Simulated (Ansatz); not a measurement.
The first iterations of a band of C$_{3}$H$_{9}$NSi (14 atoms, charge 0, multiplicity 1).

Level of theory: Ansatz 0.2.0, RKS r2SCAN-D4/def2-SVP.

```yaml
movable_images: 7
climbing_image: yes
spring: 5.0 eV/Å²
optimiser: quadratic models (default)
start_path: IDPP
force_threshold: 0.05 eV/Å
iteration_limit: 60
end_points: relaxed
```

Image 0:

```xyz
14
Properties=species:S:1:pos:R:3
C -1.897 0.885 -0.417
C -0.847 0.226 0.426
C 0.373 -0.157 -0.035
N 0.761 -0.041 -1.369
Si 1.571 -1.035 1.115
H -2.621 1.438 0.200
H -1.461 1.610 -1.130
H -2.474 0.158 -1.019
H -1.091 0.013 1.471
H 1.750 0.121 -1.534
H 0.180 0.558 -1.951
H 1.078 -0.932 2.518
H 2.925 -0.399 1.009
H 1.740 -2.475 0.744
```

Image 8:

```xyz
14
Properties=species:S:1:pos:R:3
C -1.764 1.136 -0.383
C -0.722 0.466 0.462
C 0.343 -0.213 -0.041
N 0.622 -0.298 -1.404
Si 1.615 -0.951 1.127
H -2.686 1.323 0.186
H -1.423 2.113 -0.778
H -2.043 0.521 -1.259
H -0.811 0.552 1.549
H 1.086 -1.145 -1.713
H -0.133 -0.031 -2.031
H 1.088 -0.919 2.520
H 2.917 -0.215 1.064
H 1.899 -2.368 0.728
```

| iteration | highest image above the first end (eV) | largest band force component (eV/Å) |
| --- | --- | --- |
| 1 | 0.059 | 0.758 |
| 2 | 0.037 | 0.274 |

Question: Does the band converge within its limit, and where does its top end?

Answer: The run converged. It ended after 6 iterations with the highest image 0.034 eV above the first end. A vibrational analysis at the climbing image gives one clearly imaginary mode, 389i cm⁻¹: a first-order saddle point.

The run took 97 s on 2 threads of Intel(R) Xeon(R) 6975P-C (Granite Rapids), on a shared host, peak memory 0.2 GiB.
